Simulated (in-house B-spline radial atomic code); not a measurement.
RPA and G0W0 for Yb, [Xe] 4f14 6s2, as one setting changes: the share of exact exchange in the PBE hybrid start. A dash marks a level of low quasi-particle weight. Computed with an all-electron radial atomic-structure program (B-spline basis): all electrons, scalar-relativistic (spin-free one-electron X2C), finite nucleus, each spin shell either full or empty, empty states to l = 9 with an (l + 1/2)⁻⁴ tail; G0W0 by contour deformation at full frequency.

Without the two-electron picture change, the correlation of inner shells comes somewhat too large for so heavy an element.

```tsv
share of exact exchange in the PBE hybrid start	mean-field level (eV)	G0W0 level (eV)	RPA correlation (Eh)
0	-3.029	-	-6.5824
0.1	-4.097	-	-6.5081
0.2	?	?	?
0.3	-4.537	6s -6.383	-6.3745
0.4	-4.745	6s -6.377	-6.3129
0.5	?	?	?
0.6	-5.159	6s -6.353	-6.1975
0.7	-5.365	6s -6.336	-6.1432
0.8	-5.569	6s -6.319	-6.0907
0.9	-5.772	6s -6.300	-6.0401
1	-5.974	6s -6.281	-5.991
```

Problem. What belongs in the row for 0.2?

Solution. mean-field level (eV): -4.328; G0W0 level (eV): 6s -6.379; RPA correlation (Eh): -6.4393.

Problem. What belongs in the row for 0.5?

Solution. mean-field level (eV): -4.952; G0W0 level (eV): 6s -6.367; RPA correlation (Eh): -6.254.
